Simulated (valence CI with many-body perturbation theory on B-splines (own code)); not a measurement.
# Br28+: calculated level list

Level of theory: relativistic CI+MBPT: five valence electrons over a frozen Dirac-Fock core [He], radial functions for each j: 9 s, 9 p, 8 d, 6 f, 3 g, 1 h, with the one-electron correlation potential Σ1, the two-electron term Σ2, the three-electron term Σ3, Breit, model QED; selected CI, second order for the rest, scaled by the run's own slope (own B-spline code, finite nucleus).

The last digits are not significant, and no measured levels were compared; by estimate large intervals hold to a few tenths of a per cent, small ones and those within an open d or f shell to about a per cent. Among the levels kept, up to 5000 cm⁻¹ of a level comes from second order outside the variational space, and about a tenth of that is noise between levels of different J, which matters for small intervals.

Levels 1 to 45 of 64, with energies above the lowest level, (2s^2 2p1/2^2 2p3/2) J=3/2. "Leading %" is the weight of the configuration and term that name the level; weights of strongly mixed levels are sums over their largest components and can fall short, so below about 35 % the name and the second component can differ from the true leading terms, or belong to a minority configuration. In the jj column 3d3/2^4 stands for four electrons in 3d with j = 3/2. Lifetimes count E1, E2, E3, M1 and M2 decay at the calculated energies, and are blank where another channel may lead or the interval is too uncertain; long ones can be off by a factor of two.

| No. | Configuration | Term | J | E (Ry) | Leading % | Lifetime | Second component | g | Leading jj |
| --- | --- | --- | --- | --- | --- | --- | --- | --- | --- |
| 1 | 2s²2p³ | ⁴S° | 3/2 | 0.00 | 50 |  | 33 % 2s²2p³ ²P° | 1.577 | 2s^2 2p1/2^2 2p3/2 (91 %) |
| 2 | 2s²2p³ | ²D° | 3/2 | 3.09 | 55 | 1.23 μs | 39 % 2s²2p³ ⁴S° | 1.297 | 2s^2 2p1/2 2p3/2^2 (92 %) |
| 3 | 2s²2p³ | ²D° | 5/2 | 3.98 | 100 | 6.65 μs |  | 1.193 | 2s^2 2p1/2 2p3/2^2 (100 %) |
| 4 | 2s²2p³ | ²P° | 1/2 | 5.15 | 99 | 920 ns |  | 0.656 | 2s^2 2p1/2 2p3/2^2 (99 %) |
| 5 | 2s²2p³ | ²P° | 3/2 | 8.10 | 60 | 365 ns | 29 % 2s²2p³ ²D° | 1.241 | 2s^2 2p3/2^3 (96 %) |
| 6 | 2s2p⁴ | ⁴P | 5/2 | 11.90 | 89 | 36.9 ps | 11 % 2s2p⁴ ²D | 1.551 | 2s 2p1/2^2 2p3/2^2 (92 %) |
| 7 | 2s2p⁴ | ⁴P | 3/2 | 14.03 | 77 | 13.7 ps | 14 % 2s2p⁴ ²D | 1.558 | 2s 2p1/2^2 2p3/2^2 (54 %) |
| 8 | 2s2p⁴ | ⁴P | 1/2 | 14.16 | 71 | 14.7 ps | 28 % 2s2p⁴ ²S | 2.459 | 2s 2p1/2^2 2p3/2^2 (74 %) |
| 9 | 2s2p⁴ | ²D | 3/2 | 16.67 | 62 | 8.86 ps | 22 % 2s2p⁴ ⁴P | 1.087 | 2s 2p1/2 2p3/2^3 (65 %) |
| 10 | 2s2p⁴ | ²D | 5/2 | 17.61 | 89 | 12.7 ps | 11 % 2s2p⁴ ⁴P | 1.236 | 2s 2p1/2 2p3/2^3 (92 %) |
| 11 | 2s2p⁴ | ²P | 1/2 | 19.02 | 43 | 5.05 ps | 37 % 2s2p⁴ ²S | 1.551 | 2s 2p1/2 2p3/2^3 (63 %) |
| 12 | 2s2p⁴ | ²P | 3/2 | 19.77 | 75 | 3.96 ps | 24 % 2s2p⁴ ²D | 1.202 | 2s 2p1/2 2p3/2^3 (89 %) |
| 13 | 2s2p⁴ | ²P | 1/2 | 23.17 | 56 | 4.29 ps | 35 % 2s2p⁴ ²S | 1.306 | 2s 2p3/2^4 (80 %) |
| 14 | 2p⁵ | ²P° | 3/2 | 29.63 | 98 | 4.49 ps |  | 1.327 | 2p1/2^2 2p3/2^3 (98 %) |
| 15 | 2p⁵ | ²P° | 1/2 | 33.34 | 99 | 3.73 ps |  | 0.656 | 2p1/2 2p3/2^4 (99 %) |
| 16 | 2s²2p²3s | ⁴P | 1/2 | 129.78 | 59 | 147 fs | 20 % 2s²2p²3s ²P | 2.120 | 2s^2 2p1/2^2 3s (96 %) |
| 17 | 2s²2p²3p | ⁴D° | 1/2 | 132.50 | 46 | 13.2 ps | 32 % 2s²2p²3p ²P° | 0.675 | 2s^2 2p1/2^2 3p1/2 (95 %) |
| 18 | 2s²2p²3s | ⁴P | 3/2 | 132.79 | 90 | 190 fs | 8 % 2s²2p²3s ²P | 1.689 | 2s^2 2p1/2 2p3/2 3s (98 %) |
| 19 | 2s²2p²3s | ²P | 1/2 | 133.13 | 71 | 87.6 fs | 28 % 2s²2p²3s ⁴P | 1.222 | 2s^2 2p1/2 2p3/2 3s (98 %) |
| 20 | 2s²2p²3s | ⁴P | 5/2 | 133.53 | 52 | 151 fs | 46 % 2s²2p²3s ²D | 1.407 | 2s^2 2p1/2 2p3/2 3s (94 %) |
| 21 | 2s²2p²3s | ²D | 3/2 | 133.80 | 52 | 91.4 fs | 45 % 2s²2p²3s ²P | 1.051 | 2s^2 2p1/2 2p3/2 3s (97 %) |
| 22 | 2s²2p²3p | ⁴D° | 3/2 | 133.87 | 34 | 8.40 ps | 25 % 2s²2p²3p ⁴P° | 1.344 | 2s^2 2p1/2^2 3p3/2 (91 %) |
| 23 | 2s²2p²3p | ⁴P° | 1/2 | 135.49 | 36 | 14.2 ps | 31 % 2s²2p²3p ²S° | 1.610 | 2s^2 2p1/2 2p3/2 3p1/2 (96 %) |
| 24 | 2s²2p²3p | ⁴D° | 3/2 | 135.79 | 50 | 14.8 ps | 27 % 2s²2p²3p ²D° | 1.164 | 2s^2 2p1/2 2p3/2 3p1/2 (95 %) |
| 25 | 2s²2p²3p | ⁴D° | 5/2 | 136.30 | 33 | 15.4 ps | 30 % 2s²2p²3p ²F° | 1.174 | 2s^2 2p1/2 2p3/2 3p1/2 (91 %) |
| 26 | 2s²2p²3p | ⁴D° | 5/2 | 136.65 | 44 | 9.30 ps | 37 % 2s²2p²3p ⁴P° | 1.429 | 2s^2 2p1/2 2p3/2 3p3/2 (95 %) |
| 27 | 2s²2p²3p | ⁴P° | 1/2 | 136.81 | 46 | 9.14 ps | 25 % 2s²2p²3p ²P° | 1.889 | 2s^2 2p1/2 2p3/2 3p3/2 (94 %) |
| 28 | 2s²2p²3d | ⁴F | 3/2 | 136.83 | 44 | 106 fs | 19 % 2s²2p²3d ²D | 0.757 | 2s^2 2p1/2^2 3d3/2 (95 %) |
| 29 | 2s²2p²3p | ²D° | 3/2 | 137.01 | 49 | 2.95 ps | 24 % 2s²2p²3p ⁴S° | 1.281 | 2s^2 2p1/2 2p3/2 3p3/2 (81 %) |
| 30 | 2s²2p²3s | ²D | 5/2 | 137.18 | 52 | 129 fs | 45 % 2s²2p²3s ⁴P | 1.381 | 2s^2 2p3/2^2 3s (93 %) |
| 31 | 2s²2p²3p | ²P° | 3/2 | 137.30 | 32 | 1.96 ps | 26 % 2s²2p²3p ⁴P° | 1.522 | 2s^2 2p1/2 2p3/2 3p1/2 (66 %) |
| 32 | 2s²2p²3p | ⁴D° | 7/2 | 137.38 | 54 | 18.9 ps | 44 % 2s²2p²3p ²F° | 1.295 | 2s^2 2p1/2 2p3/2 3p3/2 (94 %) |
| 33 | 2s²2p²3s | ²D | 3/2 | 137.44 | 46 | 90.9 fs | 45 % 2s²2p²3s ²P | 1.106 | 2s^2 2p3/2^2 3s (96 %) |
| 34 | 2s²2p²3d | ⁴F | 5/2 | 137.44 | 25 | 29.4 fs | 25 % 2s²2p²3d ⁴D | 1.198 | 2s^2 2p1/2^2 3d5/2 (92 %) |
| 35 | 2s²2p²3p | ²P° | 3/2 | 137.74 | 53 | 2.52 ps | 21 % 2s²2p²3p ²D° | 1.265 | 2s^2 2p1/2 2p3/2 3p3/2 (82 %) |
| 36 | 2s²2p²3p | ²D° | 5/2 | 138.11 | 38 | 4.65 ps | 32 % 2s²2p²3p ²F° | 1.181 | 2s^2 2p1/2 2p3/2 3p3/2 (86 %) |
| 37 | 2s²2p²3p | ²P° | 1/2 | 138.66 | 78 | 2.49 ps | 11 % 2s²2p²3p ²S° | 0.748 | 2s^2 2p1/2 2p3/2 3p3/2 (88 %) |
| 38 | 2s²2p²3s | ²S | 1/2 | 138.98 | 76 | 110 fs | 12 % 2s²2p²3s ⁴P | 1.979 | 2s^2 2p3/2^2 3s (94 %) |
| 39 | 2s2p³3s | ⁶S° | 5/2 | 139.60 | 78 | 1.01 ps | 17 % 2s2p³3s ⁴P° | 1.888 | 2s 2p1/2^2 2p3/2 3s (63 %) |
| 40 | 2s²2p²3d | ⁴F | 3/2 | 139.89 | 40 | 60.0 fs | 35 % 2s²2p²3d ²P | 0.955 | 2s^2 2p1/2 2p3/2 3d3/2 (94 %) |
| 41 | 2s²2p²3d | ⁴F | 5/2 | 139.99 | 54 | 112 fs | 36 % 2s²2p²3d ²F | 0.997 | 2s^2 2p1/2 2p3/2 3d3/2 (92 %) |
| 42 | 2s²2p²3d | ⁴D | 1/2 | 140.03 | 80 | 127 fs | 14 % 2s²2p²3d ²P | 0.206 | 2s^2 2p1/2 2p3/2 3d3/2 (98 %) |
| 43 | 2s²2p²3d | ⁴F | 7/2 | 140.10 | 60 | 533 fs | 32 % 2s²2p²3d ⁴D | 1.285 | 2s^2 2p1/2 2p3/2 3d5/2 (94 %) |
| 44 | 2s²2p²3p | ²P° | 3/2 | 140.37 | 25 | 547 fs | 22 % 2s²2p²3p ²D° | 1.404 | 2s^2 2p3/2^2 3p1/2 (76 %) |
| 45 | 2s²2p²3d | ²F | 7/2 | 140.53 | 41 | 5.31 ps | 21 % 2s²2p²3d ⁴D | 1.161 | 2s^2 2p1/2 2p3/2 3d3/2 (74 %) |

The ionisation energy to 2s²2p² ³P0 of the next ion comes out as 3168 eV (NIST: 3169 ± 24 eV (semi-empirical)). All 64 levels together are meant to be complete up to 142.79 Ry.
